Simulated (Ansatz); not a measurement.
Cd₇Se₆Br₂, relaxed as a singlet with RKS PBE-D4/def2-SVP in Ansatz, starting from the GFN1-xTB geometry. Force threshold 0.03 eV/Å.

In the def2 sets Cd takes a core potential; there is no spin–orbit coupling. Single mean-field runs in def2-SVP are fitted with def2-universal-jkfit. Another isomer (singlet) lies 2.25 eV lower at PBE0-D4/def2-TZVP; other spin states weren't run for this one.

Start:

```xyz
15

Cd    0.0192   -1.8190    2.7186
Cd   -0.7969    3.1098    1.5371
Cd    2.1688    3.8064    0.6486
Cd    1.6074    3.5070   -2.3542
Cd   -0.5843   -1.2483   -1.9370
Cd    1.5146    1.5256    2.9017
Cd   -1.5484   -4.4542   -0.3499
Se   -0.6718    2.5747   -2.1369
Se   -0.7842   -0.4001    0.7464
Se   -2.0326   -3.4496    2.0308
Se   -0.3731    0.6757   -3.4604
Se   -0.7867   -3.7484   -2.5047
Se   -2.8387   -1.4990    1.0427
Br    3.7477    3.5946   -3.6418
Br    1.3589   -2.1751    4.7591
```

Q: Estimate the energy that the relaxation releases and the steps that it takes.

A: 1.88 eV, in 51 steps; 4.4 min on 2 threads of AMD EPYC 7R13 on a shared host and a share (18 GiB) of an NVIDIA H100 80GB HBM3. The force fell under the threshold at step 42, but the optimiser went on and released 0.017 eV more. No frequencies were taken in this run, so the end may be a saddle point.

Q: Does the start keep its bonding?

A: Bonds lost: Cd2–Cd6, Cd3–Cd6 (atoms count from 1). Bonds formed: Cd1–Cd2, Cd4–Cd6, Cd4–Se11, Cd6–Se12, Cd6–Br15, Cd7–Se13, Se8–Se9 (atoms count from 1). Metal–metal contacts that move far: Cd5–Cd6 5.96 to 3.18 Å, Cd3–Cd4 3.07 to 3.60 Å.

Q: Predict the relaxed structure.

A: 
```xyz
15

Cd   -1.033   -0.365    2.037
Cd    0.019    2.591    2.253
Cd    3.170    3.756    1.031
Cd    1.812    1.566   -1.490
Cd   -0.452   -1.113   -2.085
Cd    1.949   -0.700   -0.050
Cd   -1.037   -3.353    0.415
Se   -1.164    2.085   -1.165
Se   -2.316   -0.044   -0.317
Se   -2.215   -2.642    2.765
Se   -0.451    1.192   -3.301
Se    0.894   -3.146   -1.189
Se   -3.522   -2.579    0.670
Br    2.783    3.828   -2.179
Br    1.562   -1.076    2.605
```
Bond lengths (bridged metal pairs left out): 11 × Cd–Se 2.52 to 3.04 Å; 3 × Br–Cd 2.56 to 2.75 Å; 3 × Se–Se 2.42 to 2.57 Å; 2 × Cd–Cd 2.69 to 3.15 Å.
